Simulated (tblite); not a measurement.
C4H9O2P.
Bonds: C1–C2, C2–O3 (double), C2–P4, P4–C5, P4–C6, C6–O7. Hydrogens: H8, H9, H10 on C1; H11, H12, H13 on C5; H14, H15 on C6; H16 on O7.

Computed with GFN2-xTB (tblite), gas phase: L-BFGS steps from a force-field or distance-geometry start until the largest atomic force falls under 0.01 eV/Å.

Step 6: E = -646.8982 eV
```
atom  x, y, z in Å  |  force x, y, z in eV/Å
C1      2.4504    0.0742   -0.0229   -0.023   0.059  -0.016
C2      1.0503   -0.4314    0.1555    0.093  -0.024   0.002
O3      0.7778   -1.2864    0.9628   -0.099  -0.107   0.036
P4     -0.2785    0.2740   -0.9878    0.139  -0.071   0.033
C5     -0.8814    1.5910    0.1701    0.005  -0.009  -0.004
C6     -1.6037   -1.0308   -0.6652    0.032   0.087   0.050
O7     -1.9503   -1.2316    0.6698    0.088   0.042  -0.048
H8      3.1315   -0.4614    0.6394   -0.065   0.050  -0.032
H9      2.7656   -0.0494   -1.0568   -0.085  -0.041  -0.048
H10     2.4853    1.1387    0.1967   -0.038   0.074   0.021
H11    -0.1513    2.3993    0.2007   -0.039  -0.045   0.036
H12    -1.8141    1.9723   -0.2461    0.042   0.001   0.016
H13    -1.0673    1.1993    1.1710    0.037  -0.031  -0.072
H14    -2.5032   -0.6702   -1.1771   -0.010  -0.053  -0.032
H15    -1.2715   -1.9604   -1.1589   -0.027   0.077   0.072
H16    -1.1471   -1.5184    1.1373   -0.052  -0.009  -0.016
```

Step 7: E = -646.9013 eV
```
atom  x, y, z in Å  |  force x, y, z in eV/Å
C1      2.4478    0.0756   -0.0217   -0.004   0.058  -0.025
C2      1.0501   -0.4340    0.1576    0.093  -0.003   0.026
O3      0.7800   -1.2905    0.9638   -0.101  -0.135   0.050
P4     -0.2747    0.2713   -0.9846    0.135   0.006  -0.067
C5     -0.8795    1.5907    0.1693    0.007  -0.020  -0.010
C6     -1.6012   -1.0282   -0.6671   -0.003   0.056   0.046
O7     -1.9465   -1.2223    0.6678    0.014   0.008   0.015
H8      3.1296   -0.4607    0.6399   -0.060   0.070  -0.046
H9      2.7578   -0.0483   -1.0573   -0.066  -0.050  -0.041
H10     2.4829    1.1413    0.1937   -0.043   0.053   0.035
H11    -0.1511    2.4003    0.2025   -0.032  -0.052   0.035
H12    -1.8125    1.9717   -0.2466    0.044  -0.006   0.011
H13    -1.0652    1.1939    1.1674    0.026  -0.018  -0.038
H14    -2.5055   -0.6724   -1.1752    0.032  -0.037  -0.049
H15    -1.2694   -1.9590   -1.1594   -0.031   0.077   0.081
H16    -1.1503   -1.5204    1.1385   -0.011  -0.009  -0.021
```

Step 8: E = -646.9044 eV
```
atom  x, y, z in Å  |  force x, y, z in eV/Å
C1      2.4451    0.0782   -0.0210    0.000   0.039  -0.022
C2      1.0512   -0.4375    0.1609    0.038  -0.001   0.053
O3      0.7804   -1.2965    0.9650   -0.059  -0.115   0.030
P4     -0.2680    0.2686   -0.9824    0.091   0.075  -0.137
C5     -0.8772    1.5897    0.1680    0.019  -0.038  -0.024
C6     -1.5984   -1.0242   -0.6683   -0.026   0.024   0.030
O7     -1.9425   -1.2127    0.6661   -0.064  -0.010   0.077
H8      3.1267   -0.4586    0.6395   -0.022   0.081  -0.044
H9      2.7484   -0.0483   -1.0587   -0.048  -0.046  -0.024
H10     2.4795    1.1452    0.1915   -0.048   0.023   0.036
H11    -0.1514    2.4003    0.2052   -0.008  -0.038   0.032
H12    -1.8101    1.9710   -0.2470    0.035  -0.015  -0.004
H13    -1.0626    1.1880    1.1629    0.012  -0.016   0.003
H14    -2.5071   -0.6755   -1.1744    0.068  -0.005  -0.060
H15    -1.2680   -1.9561   -1.1582   -0.021   0.053   0.076
H16    -1.1536   -1.5227    1.1393    0.031  -0.011  -0.022
```

Step 9: E = -646.9071 eV
```
atom  x, y, z in Å  |  force x, y, z in eV/Å
C1      2.4426    0.0812   -0.0207   -0.012   0.012  -0.009
C2      1.0525   -0.4412    0.1651   -0.034  -0.006   0.051
O3      0.7799   -1.3034    0.9660   -0.003  -0.062  -0.010
P4     -0.2605    0.2675   -0.9828    0.024   0.088  -0.132
C5     -0.8749    1.5880    0.1664    0.032  -0.046  -0.029
C6     -1.5964   -1.0200   -0.6685   -0.028   0.008   0.020
O7     -1.9400   -1.2046    0.6660   -0.095  -0.012   0.098
H8      3.1238   -0.4551    0.6384    0.033   0.078  -0.028
H9      2.7393   -0.0492   -1.0604   -0.036  -0.033  -0.002
H10     2.4756    1.1491    0.1903   -0.053  -0.004   0.026
H11    -0.1518    2.3996    0.2081    0.020  -0.018   0.029
H12    -1.8073    1.9701   -0.2474    0.024  -0.024  -0.019
H13    -1.0600    1.1826    1.1591    0.002  -0.020   0.025
H14    -2.5073   -0.6781   -1.1750    0.081   0.031  -0.064
H15    -1.2671   -1.9526   -1.1555   -0.004   0.018   0.066
H16    -1.1560   -1.5248    1.1396    0.048  -0.009  -0.024
```

Question: Estimate the geometry and energy of step 10. (The exact step hangs on the optimiser's Hessian estimate; all steps are aligned on step 9, rigid shifts and turns removed.)

Answer: E = -646.9093 eV, largest force 0.112 eV/Å
```
atom  x, y, z in Å  |  force x, y, z in eV/Å
C1      2.4401    0.0839   -0.0207   -0.030  -0.014   0.009
C2      1.0530   -0.4444    0.1695   -0.083  -0.009   0.017
O3      0.7792   -1.3104    0.9666    0.037  -0.004  -0.047
P4     -0.2536    0.2680   -0.9855   -0.043   0.047  -0.065
C5     -0.8723    1.5858    0.1646    0.036  -0.035  -0.018
C6     -1.5952   -1.0162   -0.6679   -0.016   0.003   0.018
O7     -1.9393   -1.1980    0.6676   -0.075  -0.005   0.071
H8      3.1222   -0.4507    0.6369    0.080   0.066  -0.008
H9      2.7310   -0.0506   -1.0620   -0.029  -0.015   0.019
H10     2.4713    1.1524    0.1898   -0.055  -0.023   0.011
H11    -0.1518    2.3985    0.2113    0.040  -0.003   0.025
H12    -1.8045    1.9688   -0.2481    0.017  -0.030  -0.028
H13    -1.0578    1.1776    1.1561   -0.002  -0.024   0.022
H14    -2.5060   -0.6797   -1.1769    0.073   0.060  -0.060
H15    -1.2665   -1.9493   -1.1518    0.012  -0.014   0.060
H16    -1.1573   -1.5268    1.1391    0.038  -0.001  -0.025
```

The energy changes by -0.0022 eV. The first-order estimate −F·Δx gives -0.0031 eV and the mean of the old and new forces, exact on a quadratic surface, -0.0022 eV. The step makes an angle of 62° with the force vector and moves no atom by more than 0.009 Å.

What follows is the cost of the whole relaxation. On one thread, Arm Neoverse V1 (aarch64), no GPU (shared host), this took 0.46 s of wall time.
